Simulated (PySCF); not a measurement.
Compound: C8H9 (charge +1).
SMILES with atom numbers: `[CH2:1]=[CH:2][C@@H:3]1[CH:4]=[CH:5][CH:6]=[CH:7][CH+:8]1` (hydrogens: H9, H10 on C1; H11 on C2; H12 on C3; H13 on C4; H14 on C5; H15 on C6; H16 on C7; H17 on C8)

Structure optimised with GFN2-xTB, isolated species.

Q: List the bond lengths, angles and torsions at this level.

A: 
```csv
bond,length (Å)
C1=C2,1.313
C2–C3,1.553
"C3–C4, C3–C8",1.462
"C4=C5, C7–C8",1.368
"C5–C6, C6=C7",1.399
C1–H9,1.078
C1–H10,1.077
C2–H11,1.079
C3–H12,1.101
"C4–H13, C8–H17",1.081
"C5–H14, C7–H16",1.080
C6–H15,1.081
```

Bonds in one row agree within 0.01 Å and their mean is given. A selection of angles:
```csv
angle,degrees
C1–C2–C3,124.3
C2–C3–C4,110.1
C4–C3–C8,115.6
C3–C4–C5,121.5
C4–C5–C6,120.0
C5–C6–C7,121.4
```

Torsions: C1–C2–C3–C4 -115° (anticlinal); C2–C3–C4–C5 -123° (anticlinal); C3–C4–C5–C6 -1° (synperiplanar); C4–C5–C6–C7 -1° (synperiplanar); C5–C6–C7–C8 1° (synperiplanar); C6–C7–C8–C3 1° (synperiplanar); C2–C3–C8–C7 123° (anticlinal).

C5 (carbon bonded to 2 C and H) is planar (angles 120.5°, 120.0° and 119.6°, sum 360.0°, 0.00 Å off the plane of its three neighbours). C6 (carbon bonded to 2 C and H) is planar (angles 121.4°, 119.3° and 119.3°, sum 360.0°, 0.00 Å off the plane of its three neighbours). C4 (carbon bonded to 2 C and H) is planar (angles 121.5°, 120.9° and 117.6°, sum 360.0°, 0.01 Å off the plane of its three neighbours). C2 (alkene CH carbon) is planar (angles 124.3°, 122.8° and 112.9°, sum 360.0°, 0.00 Å off the plane of its three neighbours). C1 (terminal =CH2 carbon) is planar (angles 124.1°, 120.0° and 115.9°, sum 360.0°, 0.00 Å off the plane of its three neighbours). The 6-membered ring C3–C4–C5–C6–C7–C8 has internal angles of 115.6° to 121.5°; it is almost planar, 0.01 Å rms from its mean plane, widest ring torsion 3°. The C–C distances run from 1.313 Å (C1=C2, drawn double in a drawing that doesn't fit all lengths) to 1.553 Å (C2–C3, drawn single in a drawing that doesn't fit all lengths), a spread of 0.240 Å.

Point group: Cs (every atom within 0.08 Å of its image). No frequency check.

One conformer stands for the species.

The numbers are calculated, not measured.
